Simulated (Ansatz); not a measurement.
Ansatz (an electronic-structure program) input:

Ansatz 0.2 input:
```yaml
crystal:
  periodic: [false, false, false]
  atoms:
    - {symbol: Si, position_ang: [0.22179521, -0.06642321, 0.90544997]}
    - {symbol: C, position_ang: [1.64514649, -0.34771598, -0.35947221]}
    - {symbol: C, position_ang: [-1.10267107, -1.27384118, 0.20379240]}
    - {symbol: C, position_ang: [-0.47353273, 1.61186153, 0.26969111]}
    - {symbol: H, position_ang: [2.45067008, 0.37143611, -0.19457970]}
    - {symbol: H, position_ang: [2.07921872, -1.34199148, -0.23219048]}
    - {symbol: H, position_ang: [1.34094535, -0.25875179, -1.41012352]}
    - {symbol: H, position_ang: [-0.79165419, -2.31020586, 0.35274259]}
    - {symbol: H, position_ang: [-1.30835449, -1.14735109, -0.86670414]}
    - {symbol: H, position_ang: [-2.05104067, -1.15019000, 0.73154610]}
    - {symbol: H, position_ang: [-0.70175800, 1.62955052, -0.80364725]}
    - {symbol: H, position_ang: [-1.39313469, 1.87010592, 0.79954063]}
    - {symbol: H, position_ang: [0.23812021, 2.41792704, 0.46188689]}
basis:
  gaussian:
    orbitals: def2-TZVP
hamiltonian:
  xc: b3lyp
  dispersion: d3bj
total_charge: -1
relax: {f_tol: 0.002, max_steps: 150}
```

### Question
Which total energy does the run end on?

### Answer
-409.33347 Eh (B3LYP-D3(BJ)/def2-TZVP). The basis has 184 functions.

It need not be the lowest isomer of its formula. Whether it binds its extra electron was not tested at this geometry.
